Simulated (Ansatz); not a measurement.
Wavefunction ladder for `N[Si]1(O)[NH][GaH][S]1`

```xyz
11

N     1.567    0.989    0.380
Si   -0.024    0.404    0.187
O    -0.990    1.730    0.131
N    -0.463   -0.639   -1.104
Ga   -0.986   -2.085   -0.097
S    -0.403   -1.027    1.760
H     1.908    1.749   -0.187
H     2.306    0.362    0.652
H    -0.788    2.409    0.777
H    -0.558   -0.416   -2.080
H    -1.569   -3.476   -0.421
```

The species carries charge 0 and has multiplicity 1. Correlated methods include outer-core shells of Ga, which these sets cover unevenly. Scalar relativity is left out up to krypton. The geometry is a stationary point of PBE0-D4/def2-TZVP. It is one conformer, not always the lowest. Frozen core, restricted reference, the Gaussian-basis code of Ansatz.

```json
{"basis": "def2-SVP", "HF (Eh)": "-2795.96801", "MP2 corr.": "-0.94676"}
{"basis": "def2-TZVPP", "HF (Eh)": "-2796.70393", "MP2 corr.": "-1.17121"}
{"basis": "def2-QZVPP", "HF (Eh)": "-2796.77371", "MP2 corr.": "-1.49442"}
```

(1) Estimate the CCSD correlation energy and the (T) correction in each basis where they were run (hartree).

Answers

(1) 
| basis | CCSD corr. | (T) |
| --- | --- | --- |
| def2-SVP | -0.97515 | -0.02980 |
| def2-TZVPP | -1.19506 | -0.05227 |
